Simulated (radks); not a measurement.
Q: Ge-, configuration [Ar] 3d10 4s2 4p3. Calculated with a radial shooting solver on a logarithmic mesh with Libxc functionals: non-relativistic Kohn-Sham, LDA (Slater exchange, VWN5 correlation), spin-polarised, spherical densities, point nucleus; open shells are filled with parallel spins first; hard spherical wall at 20 bohr. Some entries of the table are withheld. Estimate them.

orbital  occ.  eigenvalue (eV)  <1/r> (bohr^-1)
1s up       1        -10777.00            31.46
1s down     1        -10776.93            31.46
2s up       1        -1328.181            6.907
2s down     1        -1328.151            6.907
2p up       3        -1183.013            6.887
2p down     3        -1182.959            6.886
3s up       1        -155.5694            2.230
3s down     1        -155.4886            2.230
3p up       3        -107.5044            2.109
3p down     3        -107.4067            2.110
3d up       5         -23.8073            1.784
3d down     5         -23.6224            1.790
4s up       1          -5.9449           0.5972
4s down     1          -4.4767           0.6017
4p up       3              (1)           0.3959
5s up       0           2.0020              (2)
5s down     0           2.0963              (3)
4p down     0              (4)           0.2164
5p up       0              (5)          0.09768
5p down     0              (6)           0.2295
4d up       0           2.6421          0.08003
4d down     0           2.6894          0.07840

A: 
(1) 4p up eigenvalue (eV): 1.0129
(2) 5s up <1/r> (bohr^-1): 0.09811
(3) 5s down <1/r> (bohr^-1): 0.09098
(4) 4p down eigenvalue (eV): 2.1092
(5) 5p up eigenvalue (eV): 2.3303
(6) 5p down eigenvalue (eV): 2.5940
